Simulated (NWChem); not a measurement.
Program: NWChem. System: HNP (+1), charge 1, spin multiplicity 1, at a geometry optimised with PBE0/def2-SVP. The structure started from a generated list of species. Level: real-time TD-PBE0/6-31G* (spherical d).

Job file:

```
start mol
memory heap 200 mb stack 900 mb global 1100 mb
charge 1
geometry "system" units angstroms nocenter noautoz noautosym
  N      0.000000     0.000000     1.096898
  P      0.000000     0.000000    -0.389794
  H      0.000000     0.000000    -1.831373
end
set geometry "system"
basis spherical
  * library 6-31g*
end
dft
  xc pbe0
  semidirect memsize 60000000 filesize 0
  iterations 100
  convergence energy 1e-10 density 1e-9 gradient 1e-8
  tolerances tight
end
task dft energy
rt_tddft
  tmax 150.0
  dt 0.2
  tag "kick"
  print dipole
  field "kick"
    type delta
    polarization x
    max 0.0001
  end
  excite "system" with "kick"
end
task dft rt_tddft
```

Output (cleaned and shortened):

```
             Northwest Computational Chemistry Package (NWChem) 7.3.0
             --------------------------------------------------------

                                NWChem Input Module
                                -------------------

 Scaling coordinates for geometry "system" by  1.889725989
 (inverse scale =  0.529177249)

                              Geometry "system" -> ""
                              -----------------------

 Output coordinates in angstroms (scale by  1.889725989 to convert to a.u.)

  No.       Tag          Charge          X              Y              Z
 ---- ---------------- ---------- -------------- -------------- --------------
    1 N                    7.0000     0.00000000     0.00000000     1.09689800
    2 P                   15.0000     0.00000000     0.00000000    -0.38979400
    3 H                    1.0000     0.00000000     0.00000000    -1.83137300

 Effective nuclear repulsion energy (a.u.)      44.1452072084

            Nuclear Dipole moment (a.u.)
            ----------------------------
        X                 Y               Z
 ---------------- ---------------- ----------------
     0.0000000000     0.0000000000     0.0000056692


 Summary of "ao basis" -> "" (spherical)
 ------------------------------------------------------------------------------
       Tag                 Description            Shells   Functions and Types
 ---------------- ------------------------------  ------  ---------------------
 *                           6-31g*                   on all atoms

                                 NWChem DFT Module
                                 -----------------

 Summary of "ao basis" -> "ao basis" (spherical)
 ------------------------------------------------------------------------------
       Tag                 Description            Shells   Functions and Types
 ---------------- ------------------------------  ------  ---------------------
 N                           6-31g*                  6       14   3s2p1d
 P                           6-31g*                  8       18   4s3p1d
 H                           6-31g*                  2        2   2s
[...]
        18        0.00        5.18994552E-02
        19        0.00        1.41791201E-01
        20        0.00        3.27229909E-01
        21        0.00        3.27232357E-01
        22        0.00        3.58024549E-01
        23        0.00        3.58024549E-01
        24        0.00        4.23268702E-01
        25        0.00        5.32733772E-01
        26        0.00        5.32733772E-01
        27        0.00        5.77189989E-01
        28        0.00        9.78618201E-01
        29        0.00        1.05873521E+00
        30        0.00        1.45162789E+00
        31        0.00        1.45162795E+00
        32        0.00        1.69277045E+00
        33        0.00        1.69277045E+00
        34        0.00        2.27078979E+00

  int2e_file: Failed to allocate cache ... halving

kick      0.00000        ### Propagation started ###
kick      0.00000        ### Checks passed ###
kick      0.00000   1.000000000000E-004   0.000000000000E+000   0.000000000000E+000     # Applied E-field [system] (alpha spin)
kick      0.00000   1.000000000000E-004   0.000000000000E+000   0.000000000000E+000     # Applied E-field [system] (beta spin)
kick      0.00000   4.414520720840E+001     # Enuc
kick      0.00000  -6.265186399423E+002     # Ecore
kick      0.00000   2.162471692018E+002     # Ecoul
kick      0.00000  -2.988273801090E+001     # Exc(1)
kick      0.00000   0.000000000000E+000     # Exc(2)
kick      0.00000  -3.960090015431E+002     # Etot
kick      0.00000   5.684341886081E-014     # Eadded
kick      0.00000  -2.446596774204E-013   2.176836547590E-013  -1.851829035851E+000     # Dipole moment [system]
kick      0.00000        ### Saved restart file ###
kick      0.00000   1.330269228106E-012     # Magnus interpol (matrix 1 of 1)
kick      0.00000                     2     # Magnus total interpolations
kick      0.20000   0.000000000000E+000   0.000000000000E+000   0.000000000000E+000     # Applied E-field [system] (alpha spin)
kick      0.20000   0.000000000000E+000   0.000000000000E+000   0.000000000000E+000     # Applied E-field [system] (beta spin)
kick      0.20000   4.414520720840E+001     # Enuc
kick      0.20000  -6.265186399417E+002     # Ecore
kick      0.20000   2.162471692018E+002     # Ecoul
kick      0.20000  -2.988273801089E+001     # Exc(1)
kick      0.20000   0.000000000000E+000     # Exc(2)
kick      0.20000  -3.960090015425E+002     # Etot
kick      0.20000   6.068603397580E-010     # Eadded
kick      0.20000   1.047136088037E-005   2.167580838872E-013  -1.851829035888E+000     # Dipole moment [system]
kick      0.20000   1.518341008477E-012     # Magnus interpol (matrix 1 of 1)
kick      0.20000                     2     # Magnus total interpolations
kick      0.40000   0.000000000000E+000   0.000000000000E+000   0.000000000000E+000     # Applied E-field [system] (alpha spin)
kick      0.40000   0.000000000000E+000   0.000000000000E+000   0.000000000000E+000     # Applied E-field [system] (beta spin)
kick      0.40000   4.414520720840E+001     # Enuc
...
kick     28.00000   0.000000000000E+000   0.000000000000E+000   0.000000000000E+000     # Applied E-field [system] (beta spin)
kick     28.00000   4.414520720840E+001     # Enuc
kick     28.00000  -6.265186399235E+002     # Ecore
kick     28.00000   2.162471691949E+002     # Ecoul
kick     28.00000  -2.988273800985E+001     # Exc(1)
kick     28.00000   0.000000000000E+000     # Exc(2)
kick     28.00000  -3.960090015301E+002     # Etot
kick     28.00000   1.297291873925E-008     # Eadded
kick     28.00000   4.104011608180E-005   2.254216085986E-013  -1.851829036965E+000     # Dipole moment [system]
kick     28.00000   7.993605777301E-015     # Magnus interpol (matrix 1 of 1)
kick     28.00000                     2     # Magnus total interpolations
kick     28.20000   0.000000000000E+000   0.000000000000E+000   0.000000000000E+000     # Applied E-field [
```
